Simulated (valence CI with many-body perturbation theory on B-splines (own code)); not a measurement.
**Rb15+: E2, M1 decay**

Method: configuration interaction combined with many-body perturbation theory (CI+MBPT): four valence electrons over a frozen Dirac-Fock core [Ar], radial functions for each j: 7 s, 7 p, 8 d, 6 f, 4 g, 1 h, with the one-electron correlation potential Σ1, the two-electron term Σ2, the three-electron term Σ3, Breit, model QED; selected CI, second order for the rest, scaled by the run's own slope (own B-spline code, finite nucleus).

No measured spectrum was set against this ion. As an estimate, terms of the open shell hold to 2 to 4 % of their energy, and close levels can change places. The list stops below the first excitations out of the core. Only levels of the ground parity were solved; by the run's estimate the other parity begins above the list, which can be wrong where configurations are misplaced.

Lines 51 to 100 of 120 in falling wavelength, among levels below 686130 cm⁻¹, chosen from the decays that carry over 1 % of a level's rate. Wavelengths and rates use the calculated energies, so an error of 2000 cm⁻¹ moves a line at 216.7 nm by 4.3 % and its rate by three times that or more. Electric multipoles are in the length gauge, E1 and E2 with the static RPA response of the core. Weak lines are less certain than strong ones. Lines between different terms over intervals too small for the method are left out, as are lines whose strength nearly cancels. Branching is blank where the lifetime is uncertain.

Names give the largest LS component (configuration and term), which can be under half, so a name can repeat, a term be missing and a line seem to break the LS rules; names also repeat where a configuration has a term twice. Letters in brackets count levels of one name in rising energy.

| λ vac (nm) | Upper | Lower | Type | A (s⁻¹) | Branch % |
| --- | --- | --- | --- | --- | --- |
| 216.7 | 3d⁴ ¹S_0 [a] | 3d⁴ ³P_1 [a] | M1 | 5.09e+02 | 99.9 |
| 216.4 | 3d⁴ ³H_4 | 3d⁴ ⁵D_3 | M1 | 9.04e+00 | 18.2 |
| 210.1 | 3d⁴ ¹G_4 [a] | 3d⁴ ³H_4 | M1 | 1.67e+01 | 4.4 |
| 209.6 | 3d⁴ ³D_1 | 3d⁴ ³P_0 [a] | M1 | 6.75e+01 | 20.0 |
| 207.2 | 3d⁴ ³H_5 | 3d⁴ ⁵D_4 | M1 | 1.41e+00 | 17.0 |
| 203.0 | 3d⁴ ³P_0 [a] | 3d⁴ ⁵D_1 | M1 | 5.48e+02 | 100.0 |
| 200.5 | 3d⁴ ³F_4 [b] | 3d⁴ ¹G_4 [a] | M1 | 2.00e+01 |  |
| 197.1 | 3d⁴ ³F_3 [a] | 3d⁴ ⁵D_4 | M1 | 1.13e+01 | 6.3 |
| 196.5 | 3d⁴ ¹F_3 | 3d⁴ ³G_3 | M1 | 2.12e+01 |  |
| 193.9 | 3d⁴ ¹F_3 | 3d⁴ ³G_4 | M1 | 3.59e+01 |  |
| 188.9 | 3d⁴ ¹D_2 [a] | 3d⁴ ³F_2 [a] | M1 | 5.50e+01 | 12.8 |
| 185.6 | 3d⁴ ¹F_3 | 3d⁴ ³P_2 [a] | M1 | 1.32e+01 |  |
| 182.4 | 3d⁴ ¹D_2 [a] | 3d⁴ ³F_3 [a] | M1 | 1.17e+02 | 27.3 |
| 181.6 | 3d⁴ ³P_2 [b] | 3d⁴ ³D_2 | M1 | 6.94e+01 | 20.7 |
| 179.9 | 3d⁴ ³F_3 [a] | 3d⁴ ⁵D_3 | M1 | 1.12e+02 | 62.4 |
| 177.8 | 3d⁴ ³F_4 [a] | 3d⁴ ⁵D_4 | M1 | 1.65e+02 | 64.8 |
| 174.1 | 3d⁴ ³P_2 [b] | 3d⁴ ³D_3 | M1 | 1.30e+01 | 3.9 |
| 174.0 | 3d⁴ ³F_2 [a] | 3d⁴ ⁵D_3 | M1 | 9.36e+00 | 5.7 |
| 173.7 | 3d⁴ ³P_1 [a] | 3d⁴ ⁵D_2 | M1 | 3.89e+02 | 89.0 |
| 173.6 | 3d⁴ ¹D_2 [a] | 3d⁴ ³P_1 [a] | M1 | 3.77e+01 | 8.8 |
| 171.2 | 3d⁴ ³F_2 [b] | 3d⁴ ³D_1 | M1 | 6.87e+01 | 14.7 |
| 167.0 | 3d⁴ ¹F_3 | 3d⁴ ³F_4 [a] | M1 | 1.44e+01 |  |
| 165.7 | 3d⁴ ³F_3 [a] | 3d⁴ ⁵D_2 | M1 | 5.02e+01 | 28.1 |
| 163.7 | 3d⁴ ³F_4 [a] | 3d⁴ ⁵D_3 | M1 | 4.37e+01 | 17.1 |
| 163.2 | 3d⁴ ³F_4 [b] | 3d⁴ ³D_3 | M1 | 9.23e+01 |  |
| 162.7 | 3d⁴ ³F_2 [b] | 3d⁴ ³D_2 | M1 | 8.07e+01 | 17.2 |
| 160.7 | 3d⁴ ³F_2 [a] | 3d⁴ ⁵D_2 | M1 | 9.14e+01 | 55.7 |
| 156.6 | 3d⁴ ³F_2 [b] | 3d⁴ ³D_3 | M1 | 2.00e+01 | 4.3 |
| 154.9 | 3d⁴ ³G_4 | 3d⁴ ⁵D_4 | M1 | 3.90e+01 | 53.2 |
| 153.8 | 3d⁴ ³P_1 [a] | 3d⁴ ⁵D_0 | M1 | 1.28e+01 | 2.9 |
| 153.3 | 3d⁴ ³G_3 | 3d⁴ ⁵D_4 | M1 | 1.28e+01 | 7.7 |
| 153.0 | 3d⁴ ¹F_3 | 3d⁴ ³F_3 [a] | M1 | 3.49e+01 |  |
| 150.2 | 3d⁴ ³F_2 [a] | 3d⁴ ⁵D_1 | M1 | 6.32e+01 | 38.5 |
| 149.1 | 3d⁴ ³P_2 [a] | 3d⁴ ⁵D_3 | M1 | 1.64e+02 | 78.9 |
| 145.9 | 3d⁴ ³F_4 [b] | 3d⁴ ³G_5 | M1 | 4.91e+01 |  |
| 144.1 | 3d⁴ ³G_4 | 3d⁴ ⁵D_3 | M1 | 1.84e+01 | 25.1 |
| 142.7 | 3d⁴ ³G_3 | 3d⁴ ⁵D_3 | M1 | 6.72e+01 | 40.6 |
| 142.3 | 3d⁴ ³G_5 | 3d⁴ ⁵D_4 | M1 | 4.19e+00 | 5.5 |
| 139.2 | 3d⁴ ³P_2 [a] | 3d⁴ ⁵D_2 | M1 | 2.45e+00 | 1.2 |
| 135.8 | 3d⁴ ³F_4 [b] | 3d⁴ ³G_3 | M1 | 3.34e+01 |  |
| 134.6 | 3d⁴ ³F_4 [b] | 3d⁴ ³G_4 | M1 | 7.17e+00 |  |
| 133.8 | 3d⁴ ¹F_3 | 3d⁴ ³H_4 | M1 | 2.28e+01 |  |
| 133.6 | 3d⁴ ³G_3 | 3d⁴ ⁵D_2 | M1 | 3.22e+01 | 19.4 |
| 131.3 | 3d⁴ ³F_2 [b] | 3d⁴ ³G_3 | M1 | 1.74e+02 | 37.0 |
| 128.9 | 3d⁴ ³D_3 | 3d⁴ ⁵D_4 | M1 | 1.26e+02 | 55.2 |
| 121.4 | 3d⁴ ³D_3 | 3d⁴ ⁵D_3 | M1 | 2.88e+01 | 12.6 |
| 121.1 | 3d⁴ ³F_4 [b] | 3d⁴ ³F_4 [a] | M1 | 7.88e+01 |  |
| 118.7 | 3d⁴ ³P_2 [b] | 3d⁴ ³F_3 [a] | M1 | 9.04e+00 | 2.7 |
| 118.0 | 3d⁴ ³D_2 | 3d⁴ ⁵D_3 | M1 | 1.55e+02 | 52.5 |
| 115.6 | 3d⁴ ³F_4 [b] | 3d⁴ ³H_6 | E2 | 6.87e+00 |  |
